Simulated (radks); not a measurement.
Spherical quantum dot in the effective-mass picture: electrons in a parabolic well V = omega^2 r^2 / 2 with omega = 4.35, all in effective atomic units (hartree* = m*/eps^2 hartree, bohr* = eps/m* bohr), one dielectric constant everywhere. Calculated with a radial shooting solver with Libxc functionals: non-relativistic Kohn-Sham, exchange-only LDA, spin-polarised, spherical densities. Levels are named by radial order and angular momentum (1s, 1p, 1d, 2s, ...), and open shells are averaged over m. Results are scaled to m* = 0.092 and eps = 7.5, for which hartree* = 44.51 meV and bohr* = 4.314 nm. Each electron was tried in the lowest free levels, single moves between levels near the top were tried too, and the lowest total energy was kept; such a search can miss a lower state. At N = 1 the Hartree and exchange-correlation terms need not cancel, so that row can carry a self-interaction error.

N        open shells  2S  E (meV)  mu = E(N) - E(N-1) (meV)  addition energy mu(N+1) - mu(N) (meV)  e(HOMO) (meV)  rms radius (nm)
1   1s(up 1, down 0)   1  295.763                    295.76                                  72.48         322.10            2.545
2               none   0  664.003                    368.24                                  226.9         393.15            2.624
3   1p(up 1, down 0)   1  1259.17                    595.17                                  45.46         617.55            2.929
4   1p(up 2, down 0)   2  1899.80                    640.63                                  46.59         663.86            3.091
5   1p(up 3, down 0)   3  2587.02                    687.22                                  62.67         710.60            3.202
6   1p(up 3, down 1)   2  3336.91                    749.89                                  42.82         770.95            3.292
7   1p(up 3, down 2)   1  4129.62                    792.71                                  44.00         814.63            3.367
8               none   0  4966.33                    836.71                                  200.8         858.82            3.431
9   1d(up 1, down 0)   1  6003.87                    1037.5                                  38.35         1056.7            3.549
10  1d(up 2, down 0)   2  7079.76                    1075.9                                  38.48         1095.1            3.648
11  1d(up 3, down 0)   3  8194.13                    1114.4                                  38.44         1133.6            3.732
12  1d(up 4, down 0)   4  9346.95                    1152.8                                  38.33         1172.0            3.805
13  1d(up 5, down 0)   5  10538.1                    1191.1                                  50.91         1210.2            3.871
14  1d(up 5, down 1)   4  11780.1                    1242.0                                  36.42         1260.2            3.933
15  1d(up 5, down 2)   3  13058.6                    1278.5                                  36.58         1296.7            3.989
16  1d(up 5, down 3)   2  14373.6                    1315.0                                  36.59         1333.4            4.041
17  1d(up 5, down 4)   1  15725.3                    1351.6                                  36.52         1369.9            4.090
18              none   0  17113.4                    1388.2                                  48.59         1406.4            4.136
19  2s(up 1, down 0)   1  18550.2                    1436.7                                  41.63         1455.5            4.181
20              none   0  20028.6                    1478.4                                  159.2         1496.9            4.224
21  1f(up 1, down 0)   1  21666.2                    1637.6                                  32.81         1654.0            4.284
22  1f(up 2, down 0)   2  23336.6                    1670.4                                  32.75         1686.8            4.339
23  1f(up 3, down 0)   3  25039.8                    1703.2                                  32.67         1719.5            4.392
24  1f(up 4, down 0)   4  26775.6                    1735.8                                  32.57         1752.1            4.441
25  1f(up 5, down 0)   5  28544.0                    1768.4                                  32.46         1784.7            4.487
26  1f(up 6, down 0)   6  30344.9                    1800.9                                  32.34         1817.1            4.532
27  1f(up 7, down 0)   7  32178.1                    1833.2                                  42.20         1849.3            4.574
28  1f(up 7, down 1)   6  34053.5                    1875.4                                  31.42         1891.1            4.615
29  1f(up 7, down 2)   5  35960.3                    1906.8                                  31.39         1922.5            4.655
30  1f(up 7, down 3)   4  37898.5                    1938.2                                  31.33         1953.9            4.693
31  1f(up 7, down 4)   3  39868.1                    1969.5                                  31.25         1985.2            4.729
32  1f(up 7, down 5)   2  41868.8                    2000.8                                  31.16         2016.4            4.765
33  1f(up 7, down 6)   1  43900.8                    2032.0                                  31.06         2047.5            4.799
34              none   0  45963.8                    2063.0                                  49.68         2078.5            4.832
35  2p(up 1, down 0)   1  48076.5                    2112.7                                  31.52         2128.5            4.866
36  2p(up 2, down 0)   2  50220.7                    2144.2                                  31.48         2160.0            4.898
37  2p(up 3, down 0)   3  52396.4                    2175.7                                  36.25         2191.4            4.930
38  2p(up 3, down 1)   2  54608.4                    2212.0                                  31.00         2227.5            4.961
39  2p(up 3, down 2)   1  56851.3                    2243.0                                  30.97         2258.4            4.991
40              none   0  59125.3                    2273.9                                  128.2         2289.4            5.021
41  1g(up 1, down 0)   1  61527.4                    2402.1                                  28.42         2416.3            5.056
42  1g(up 2, down 0)   2  63957.9                    2430.5                                  28.35         2444.7            5.091
43  1g(up 3, down 0)   3  66416.7                    2458.9                                      -         2473.0            5.125

All shells are closed at N = 2, 8, 18, 20, 34, 40 (there: 1s2 1p6 1d10 2s2 1f14 2p6); the second difference of the energy has clear peaks (12 % above both neighbours; the first and last values, which can be the largest, are not judged, and half-filled shells can peak too) at N = 2, 5, 8, 13, 18, 20, 27, 34, 37, 40.
